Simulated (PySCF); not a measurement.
Compound: 5-hexyn-2-one, C6H8O.
Numbering: `[CH:1]#[C:2][CH2:3][CH2:4][C:5]([CH3:6])=[O:7]`

Structure used (PBE0-D3(BJ)/def2-SVP), in Å, numbered top down from 1:
```xyz
15
C6H8O angstrom
C      3.355    1.109    0.180
C      2.427    0.333    0.235
C      1.289   -0.573    0.297
C     -0.046    0.141    0.125
C     -1.227   -0.805    0.190
C     -2.594   -0.187    0.035
O     -1.075   -1.992    0.356
H      4.188    1.785    0.133
H      1.292   -1.115    1.257
H      1.387   -1.355   -0.474
H     -0.082    0.682   -0.836
H     -0.177    0.921    0.895
H     -2.673    0.332   -0.933
H     -3.362   -0.968    0.100
H     -2.765    0.569    0.818
```

Method: delta-SCF UKS SCAN, pcX-2 on the ionised atom, pcseg-1 elsewhere, spin-free X2C (PySCF 2.14.0). The ground state was rerun for each ionised atom, in the same mixed basis as its hole state.

| ionised atom | basis functions | E(ionised) (Eh) | binding energy (eV) |
| --- | --- | --- | --- |
| C1 | 169 | -297.90660 | 290.134 |
| C2 | 169 | -297.88702 | 290.689 |
| C3 | 169 | -297.84962 | 291.578 |
| C4 | 169 | -297.86486 | 291.155 |
| C5 | 169 | -297.78573 | 293.466 |
| C6 | 169 | -297.86146 | 291.222 |
| O7 | 169 | -288.82678 | 537.795 |

Question: Fill in the total energy of each ground state.

Answer: With binding energy = E(ionised) − E(ground) and 27.2114 eV a hartree:

```
atom  binding energy (Eh)  E(ground) (Eh)
  C1              10.6622       -308.5688
  C2              10.6826       -308.5696
  C3              10.7153       -308.5649
  C4              10.6998       -308.5646
  C5              10.7847       -308.5704
  C6              10.7022       -308.5637
  O7              19.7636       -308.5904
```

Question: How much do the ground-state energies differ, and what would follow from using one of them for all holes?

Answer: They run from -308.5904 Eh (core basis on O7) to -308.5637 Eh (on C6), 0.0267 Eh or 0.73 eV apart, though the state is the same; only basis and grid differ. Pairing the ion of C6 with the ground state of O7 would put its binding energy 0.73 eV too high.

Lowest listed C 1s: C1, bonded to C (triple bond) and H. Highest, 3.34 eV above it: C5, bonded to O (double bond) and 2 C. Summing the Pauling electronegativity differences to the bonded atoms, each weighted by its formal bond order, gives -0.35 for the lowest site and +1.78 for the highest; no listed site has a larger sum than the highest. The smallest sum, -1.05, belongs to C6, 1.09 eV above the lowest.

Only 1s holes are shown. Spin contamination (⟨S²⟩ against 0.75 for a pure doublet) is marked for C 1s of C2 (0.87) and C 1s of C5 (0.97), which makes these values less certain. Isolated species at its PBE0-D3(BJ)/def2-SVP geometry (one conformer only).
